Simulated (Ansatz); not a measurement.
Consider the formal exchange of groups at a Ge–C bond: `[CH3][GeH]([Cl])[CH]=O` + `ClCI` → `[CH3][GeH]([Cl])[I]` + `O=CCCl`.

Isolated molecules relaxed with PBE0-D4/def2-TZVP in Ansatz; ΔE leaves out vibrations. CCSD(T)/CBS adds triple-zeta CCSD(T) − MP2 to the extrapolated MP2 energy (def2 sets, frozen cores). def2 core potentials past Kr. For Ge, I outer-core shells are correlated without core-valence functions, which leaves a few kJ/mol of doubt a bond. Scalar relativity is left out up to krypton. One conformer a species, not always the lowest.

| level | ΔE (kcal/mol) |
| --- | --- |
| CCSD/def2-TZVPP | -36.1 |
| SCS-MP2/def2-QZVPP | -36.1 |

Problem. What does CCSD(T)/CBS give? (An estimate is asked.)

Solution. The calculation gave: -35.8 kcal/mol. The listed levels differ from it by -0.3, -0.3 kcal/mol.

Largest T1 diagnostic among the species: 0.013.

In def2-TZVPP, CCSD(T) changes the Hartree–Fock value by +6.3 kcal/mol (the triples alone add +0.8 kcal/mol) and MP2 by +4.9 kcal/mol. From PBE to PBE0 (25 % exact exchange), in def2-TZVPP and without D4, ΔE moves by −2.9 kcal/mol.
